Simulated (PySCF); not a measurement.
# Tc⁺: excitation energy

Tc⁺ [Kr] 4d5 5s1 (7S) → Tc⁺ [Kr] 4d4 5s1 5p1 (high-spin determinant), as a difference of total energies. All numbers are calculated (PySCF 2.14, the spin-free X2C one-electron Hamiltonian (Gaussian nucleus), in x2c-TZVPPall (8s6p6d2f1g, 79 functions)). Correlated levels: valence: [Kr] frozen; valence and next inner shell: [Ar] 3d10 frozen. The calculations carry no spin-orbit coupling.

| method | excitation energy (cm⁻¹) |
| --- | --- |
| UHF | 66052 |
| LDA | 72820 |
| PBE | 72359 |
| PBE0 | 71908 |
| r2SCAN | 72867 |
| BHandHLYP | 70218 |
| B97-3 | 71304 |
| B2PLYP | 70623 |
| r2SCAN0 | 72361 |
| MP2 (valence) | 70337 |
| SCS-MP2 (valence) | 67480 |
| MP2 (valence and next inner shell) | 72022 |
| SCS-MP2 (valence and next inner shell) | 69709 |

A first-order spin-orbit estimate (lowest level to lowest level, LS coupling) adds -0.261 eV.

The basis was made for the ground configuration and has no added diffuse functions, so the excitation energy can come out too high.

The determinant of the upper state mixes LS terms, which raises its energy above the lowest term, most at the Hartree-Fock and MP2 levels.
